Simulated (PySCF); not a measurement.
**Polarisability and C₆ of Mn(2+) (manganese, charge +2)**

[Ar] 3d5, high-spin 6S determinant. Computed with PySCF 2.14 in aug-cc-pwCVTZ (10s9p7d4f3g, 127 functions), with no relativity, point nucleus. Coupled (time-dependent) response in atomic units; α is the mean over directions.

```tsv
method	mean α (bohr³)	C₆ (like pair)	S(−4)
r2SCAN0	3.655	10.86	6.899
```

S(−4) is the Cauchy moment in α(ω) = α(0) + S(−4) ω² + …

α(iu) at r2SCAN0:

| u (hartree) | α(iu) (bohr³) |
| --- | --- |
| 0 | 3.655 |
| 0.0500 | 3.638 |
| 0.100 | 3.588 |
| 0.200 | 3.413 |
| 0.300 | 3.180 |
| 0.500 | 2.706 |
| 0.750 | 2.226 |
| 1.00 | 1.866 |
| 1.50 | 1.371 |
| 2.00 | 1.050 |
| 3.00 | 0.6668 |
| 5.00 | 0.3340 |

A single London oscillator, α(iu) = α/(1 + u²/ω²), gives C₆ = (3/4) ω α². Matching the computed C₆ needs ω = 4 × 10.86 / (3 × 3.655²) = 1.08 hartree.

For an ion, C₆ is the dispersion term alone; charge-induced terms of lower order in 1/R come first.
